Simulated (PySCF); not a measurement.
C3H7BFN, SMILES C=C(C)B(N)F.

The structure is a stationary point at B3LYP-D3(BJ)/def2-SVP. The structure was generated by enumeration, and PubChem lists no compound with its InChIKey, so it may never have been made. The values are those of a single conformer.

All values below come from PBE/def2-TZVP in PySCF.

Symmetry labels are those of the subgroup Cs that the program uses (full group Cs).

Computed valence orbital energies around the gap with their symmetry:
```
orbital  symmetry  energy (eV)
-------  --------  -----------
HOMO−7         A"       -10.35
HOMO−6         A'       -10.00
HOMO−5         A"        -9.92
HOMO−4         A'        -9.37
HOMO−3         A'        -8.59
HOMO−2         A'        -7.42
HOMO−1         A"        -7.03
HOMO           A"        -6.24
LUMO           A"        -1.47
LUMO+1         A'        -0.01
LUMO+2         A'         1.08
LUMO+3         A"         1.38
```
